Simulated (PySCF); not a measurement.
# TDDFT excited states: C3H6OSi

Species: C₃H₆OSi.
Bonds: C1–C2 (double), C2–C3, C3–O4 (double), C3–Si5. Hydrogens: H6, H7 on C1; H8 on C2; H9, H10, H11 on Si5.

Level of theory: PySCF 2.14.0, density-fitted response routines, TDDFT PBE0/def2-SVPD, vertical, gas phase, core orbitals frozen in the response. The structure is a single GFN2-xTB conformer in the gas phase; no vibrational or solvent corrections. Torsions of this conformer, `[CH2:1]=[CH:2][C:3](=[O:4])[SiH3:5]`: C1–C2–C3–O4 -174°.

```csv
state,E (eV),E (hartree),f,|μ| (D),"main configurations (H = HOMO, L = LUMO)"
S1,2.96,0.1088,0.0009,0.29,H→L (98%)
S2,5.98,0.2198,0.220,3.11,"H-1→L (79%), H→L+1 (9%)"
S3,6.05,0.2223,0.027,1.09,"H→L+1 (68%), H→L+2 (14%), H-1→L (10%)"
S4,6.42,0.2361,0.0065,0.51,"H→L+2 (66%), H→L+1 (18%), H→L+4 (8%)"
S5,6.69,0.2458,0.0003,0.10,"H→L+4 (69%), H-2→L (16%)"
S6,6.74,0.2479,0.0085,0.58,H-3→L (86%)
S7,6.76,0.2483,0.036,1.19,"H→L+3 (54%), H-2→L (34%)"
S8,7.01,0.2576,0.0075,0.53,H-4→L (87%)
```

Triplets, Tamm–Dancoff:

```
state  E (eV)  λ (nm)  main configurations (H = HOMO, L = LUMO)
   T1    2.36   525.3                                 H→L (96%)
   T2    3.63   341.2                               H-1→L (92%)
   T3    5.64   220.0   H-6→L (39%), H-2→L (35%), H-1→L+1 (14%)
```

The lowest singlet comes at 419 nm (286 kJ/mol) in the visible; it is very weak; its leading configuration is HOMO→LUMO (98%). The strongest level in the table is S2 at 5.98 eV (207 nm, f = 0.220). Löwdin shares by element: HOMO oxygen 54%, carbon 26% or more, silicon 13%; LUMO carbon 61%, oxygen 26%. The oscillator strengths of these states sum to 0.307; summed over the whole spectrum of an exact calculation they would give the number of electrons, 46 (Thomas–Reiche–Kuhn). Weighted by f, the mean energy of these states is 6.13 eV. Orbital energies (eV): HOMO-3 -10.10, HOMO-2 -10.05, HOMO-1 -8.62, HOMO -7.06, LUMO -2.14, LUMO+1 0.50, LUMO+2 0.52. S1 lies in the visible range (380 to 750 nm), at 419 nm, f = 0.0009; light of that wavelength is violet, and its complementary colour is yellow-green; a Tamm–Dancoff triplet lies at 525 nm, without intensity as long as spin–orbit coupling is left out. Only the lowest 8 singlets were computed, as vertical energies without vibronic structure.
